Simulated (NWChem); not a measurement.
CHBr2F; SMILES BrC(F)Br

All runs: NWChem. This build's default masses of Se (78.918 u) and Br (79.917 u) are each other's, which moves their modes by up to 0.6 %. Each level has its own optimisation; frequencies are unscaled.

For level LDA (Slater exchange, VWN5)/def2-SVP:

```yaml
highest harmonic frequency (cm⁻¹): 3049
```

What are these values for level PBE0/def2-SVP?


| Property | Value |
|---|---|
| highest harmonic frequency (cm⁻¹) | 3173 |
